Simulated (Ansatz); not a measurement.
Diatomic LiSi-, multiplicity 5 (an upper state: multiplicity 3 came lower at CCSD(T)/def2-TZVPP on PBE0 minima).

The constants come from a fifth-degree fit in 1/R (seven points, main isotopes). In def2 and cc sets the state is the lowest found near the PBE0 minimum, followed along R.

Correlated levels freeze the inner cores; with def2 sets outer-core shells near the valence are correlated too.

Programs: Ansatz (Gaussian basis) for Hartree–Fock, density functionals and correlated methods. Values without a source in brackets are computed.

```tsv
level	r_e (Å)	ω_e (cm⁻¹)	ω_e x_e (cm⁻¹)
PBE/def2-TZVPP	2.575	?	4.0
PBE0/def2-TZVPP	2.570	314	3.9
wB97X-V/def2-TZVPP	2.580	314	4.0
CCSD/def2-TZVPP	2.581	317	4.0
CCSD(T)/def2-TZVPP	?	?	3.9
```

### Question
What belongs in the gaps?

### Answer

- CCSD(T)/def2-TZVPP, r_e (Å): 2.577
- CCSD(T)/def2-TZVPP, ω_e (cm⁻¹): 318
- PBE/def2-TZVPP, ω_e (cm⁻¹): 309

Ansatz is a program for electronic structure.
